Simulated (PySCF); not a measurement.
Te(SH)2 (H₂S₂Te), SMILES S[Te]S. Geometry: B3LYP-D3(BJ)/def2-SVP. The def2 effective core potentials stand for the cores of Te; spin–orbit coupling is left out. The values are those of a single conformer.

Computed equilibrium geometry at B3LYP-D3(BJ)/def2-SVP (PySCF confirms it by a frequency run) as Cartesian coordinates in Å, and its point group (one conformer of several):
point group C2.
```xyz
5

Te     0.0000     0.0000     0.6023
S      1.9103     0.0836    -0.9107
H      2.0367    -1.2542    -1.0877
S     -1.9103    -0.0836    -0.9107
H     -2.0367     1.2542    -1.0877
```
Charge 0, spin multiplicity 1.
